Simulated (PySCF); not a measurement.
CH3Cl3Si, SMILES C[Si](Cl)(Cl)Cl (connectivity only; charge and spin as stated), charge +1, multiplicity 2. Atoms are numbered in the order given.

```xyz
8

C      0.0000     0.0000     2.1364
Si     0.0000     0.0000     0.0080
Cl     1.7081     0.9862    -0.3912
Cl     0.0000    -1.9723    -0.3912
Cl    -1.7081     0.9862    -0.3912
H      0.0000     1.0789     2.3401
H     -0.9343    -0.5394     2.3401
H      0.9343    -0.5394     2.3401
```
Charge +1, spin multiplicity 2.

Geometry optimised at B3LYP-D3(BJ)/def2-SVP. The multiplicity is an assumed one; no other spin state was optimised. The isomer is the one that the SMILES or the coordinates give; other isomers of the formula were not compared.

Level of theory: PySCF with PBE/def2-TZVP.

ESP charges are fitted to the potential on shells at 1.4 to 2.0 van der Waals radii. Atomic charges (e):

```tsv
atom	meta-Löwdin	ESP fit	Mulliken	Mulliken spin
C1	(withheld)	-0.45	-0.32	0.50
Si2	(withheld)	-0.16	0.52	0.09
Cl3	(withheld)	0.26	0.05	0.14
Cl4	(withheld)	0.26	0.05	0.14
Cl5	(withheld)	0.26	0.05	0.14
H6	(withheld)	0.28	0.21	0.00
H7	(withheld)	0.28	0.21	0.00
H8	(withheld)	0.28	0.21	0.00
```

### Question
Some entries are withheld; supply them. (The exact figures need the calculation; the answer reports its results.)

### Answer

- C1, meta-Löwdin: -0.34
- Si2, meta-Löwdin: 0.91
- Cl3, meta-Löwdin: -0.05
- Cl4, meta-Löwdin: -0.05
- Cl5, meta-Löwdin: -0.05
- H6, meta-Löwdin: 0.19
- H7, meta-Löwdin: 0.19
- H8, meta-Löwdin: 0.19

### Question
Give the Mayer and Wiberg (Löwdin basis) orders of the bonds. (The exact figures need the calculation; the answer reports its results.)

### Answer

```tsv
bond	Mayer	Wiberg
C1–Si2	0.65	0.80
Si2–Cl3	1.36	1.99
Si2–Cl4	1.36	1.99
Si2–Cl5	1.36	1.99
C1–H6	0.91	0.91
C1–H7	0.91	0.91
C1–H8	0.91	0.91
```
